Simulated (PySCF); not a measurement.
Sb²⁺ (antimony, charge +2) across methods

[Kr] 4d10 5s1 5p2, high-spin 4P determinant (an excited configuration). All numbers are calculated (PySCF 2.14, the spin-free X2C one-electron Hamiltonian (Gaussian nucleus), in x2c-QZVPPall).

```json
{"method": "UHF", "E (hartree)": "-6476.93054", "mean ε 4d β (eV)": "-63.365", "mean ε 5s α (eV)": "-37.226", "mean ε 5p α (eV)": "-25.989", "Σ⟨r²⟩ (bohr²)": "39.54", "⟨S²⟩": "3.753"}
{"method": "r2SCAN", "E (hartree)": "-6479.62", "mean ε 4d β (eV)": "-53.540", "mean ε 5s α (eV)": "-31.807", "mean ε 5p α (eV)": "-22.106", "Σ⟨r²⟩ (bohr²)": "39.13", "⟨S²⟩": "3.752"}
{"method": "M06-2X", "E (hartree)": "-6480.18", "mean ε 4d β (eV)": "-58.626", "mean ε 5s α (eV)": "-34.608", "mean ε 5p α (eV)": "-24.128", "Σ⟨r²⟩ (bohr²)": "39.02", "⟨S²⟩": "3.751"}
{"method": "TPSSh", "E (hartree)": "-6479.34", "mean ε 4d β (eV)": "-53.992", "mean ε 5s α (eV)": "-31.906", "mean ε 5p α (eV)": "-22.220", "Σ⟨r²⟩ (bohr²)": "39.21", "⟨S²⟩": "3.751"}
{"method": "PBE0", "E (hartree)": "-6479.26", "mean ε 4d β (eV)": "-55.708", "mean ε 5s α (eV)": "-32.901", "mean ε 5p α (eV)": "-22.926", "Σ⟨r²⟩ (bohr²)": "39.20", "⟨S²⟩": "3.751"}
{"method": "LDA", "E (hartree)": "-6473.41", "mean ε 4d β (eV)": "-52.906", "mean ε 5s α (eV)": "-31.455", "mean ε 5p α (eV)": "-21.811", "Σ⟨r²⟩ (bohr²)": "39.19", "⟨S²⟩": "3.751"}
{"method": "PBE", "E (hartree)": "-6479.17", "mean ε 4d β (eV)": "-52.731", "mean ε 5s α (eV)": "-31.199", "mean ε 5p α (eV)": "-21.708", "Σ⟨r²⟩ (bohr²)": "39.24", "⟨S²⟩": "3.751"}
```

(1) Estimate the same row for PW91.

Answers

(1) E (hartree) = -6480.10; mean ε 4d β (eV) = -52.799; mean ε 5s α (eV) = -31.294; mean ε 5p α (eV) = -21.772; Σ⟨r²⟩ (bohr²) = 39.21; ⟨S²⟩ = 3.751.
